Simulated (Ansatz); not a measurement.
System: Al2O, charge 0, multiplicity 1. 
Geometry from a B3LYP-D3(BJ)/def2-TZVP (Ansatz, a first-principles code) optimisation:
```
O
Al 1 1.7104
Al 1 1.7104 2 180.00
```
Charge 0, spin multiplicity 1.

Parts of the frozen-core correlation energy in STO-3G (Ansatz, hartree). Frozen orbitals: 11; correlated occupied orbitals by spin: 6 and 6; virtual: 6 and 6. No spin-orbit coupling. Non-relativistic.

| term | value |
|---|---|
| reference (HF) | -551.85858 |
| MP2 opposite-spin | -0.07853 |
| MP2 same-spin | (withheld) |
| CCSD correlation | (withheld) |
| (T) | (withheld) |
| FCI minus CCSD(T) | 0.00025 |
| T1 diagnostic | 0.028 |
| largest doubles amplitude | 0.068 |

Task: Some entries are withheld; supply them.

Result: 
- MP2 same-spin, value: -0.02196
- CCSD correlation, value: -0.11799
- (T), value: -0.01006
